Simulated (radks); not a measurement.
Values are calculated unless marked as measured or tabulated.
Fractional charge and spin in the 6s shell of neodymium: the spin-up occupation runs from 0 to 1 and the spin-down occupation from 0 to 1; the fullest corner is Nd, [Xe] 4f(up 2, down 2) 6s(up 1, down 1). Level of theory: scalar-relativistic Kohn-Sham, BLYP, spin-polarised, spherical densities, point nucleus (a radial shooting solver on a logarithmic mesh with Libxc functionals). Energy (eV) minus the two flat planes that join the four corners (they meet along the diagonal where the two added fractions sum to one electron); zero is where a piecewise linear energy would lie.

| down \ up | 0 | 0.25 | 0.5 | 0.75 | 1 |
|---|---|---|---|---|---|
| 0 | 0.000 | -0.488 | -0.647 | -0.483 | 0.000 |
| 0.25 | -0.488 | -0.621 | -0.427 | 0.085 | -0.437 |
| 0.5 | -0.647 | -0.427 | 0.113 | -0.383 | -0.578 |
| 0.75 | -0.483 | 0.085 | -0.383 | -0.552 | -0.428 |
| 1 | 0.000 | -0.437 | -0.578 | -0.428 | 0.000 |

Corners above the fullest one (they belong to Nd+ and the next ion): (up 1, down 0) 5.619 eV, (up 0, down 1) 5.619 eV, (up 0, down 0) 16.626 eV. With half an added electron in each spin the energy lies 0.113 eV from the planes, and with half an added electron in spin up alone -0.647 eV. The planes are only a guide here: the flat-plane condition holds for ground states with one frontier orbital, while this shell lies below other occupied shells, so the corners above the fullest one are inner-hole states and not the ground states of those ions.
